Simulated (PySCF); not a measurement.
PySCF 2.14 output of a UHF calculation on a single atom or ion in aug-cc-pVQZ-DK (9s8p6d4f3g2h, 140 functions), with the spin-free X2C one-electron Hamiltonian (Gaussian nucleus):

```
SCF conv_tol = 1e-09
number electrons alpha = 15  beta = 11
cycle= 1 E= -1271.34926048241  delta_E= -0.00485  |g|= 0.0266  |ddm|= 0.0356
cycle= 2 E= -1271.3493844294  delta_E= -0.000124  |g|= 0.00549  |ddm|= 0.00851
cycle= 3 E= -1271.34939411237  delta_E= -9.68e-06  |g|= 0.00149  |ddm|= 0.00355
cycle= 4 E= -1271.34939503728  delta_E= -9.25e-07  |g|= 0.00074  |ddm|= 0.00138
cycle= 5 E= -1271.34939548581  delta_E= -4.49e-07  |g|= 0.000177  |ddm|= 0.00106
cycle= 6 E= -1271.34939552657  delta_E= -4.08e-08  |g|= 3.33e-05  |ddm|= 0.000468
cycle= 7 E= -1271.34939552985  delta_E= -3.28e-09  |g|= 1.5e-05  |ddm|= 0.000133
cycle= 8 E= -1271.34939553101  delta_E= -1.16e-09  |g|= 5.22e-06  |ddm|= 9.64e-05
cycle= 9 E= -1271.34939553116  delta_E= -1.41e-10  |g|= 1.35e-06  |ddm|= 3.65e-05
converged SCF energy = -1271.34939553116  <S^2> = 6.0167183  2S+1 = 5.0066828
```

The run itself started from symmetry-adapted Hartree-Fock orbitals and held the occupation by maximum overlap, so the iterations belong to that start.

Which element, charge and spin multiplicity is this?

Fe (iron, neutral), multiplicity 5; the state was [Ar] 3d6 4s2, high-spin 5D determinant.
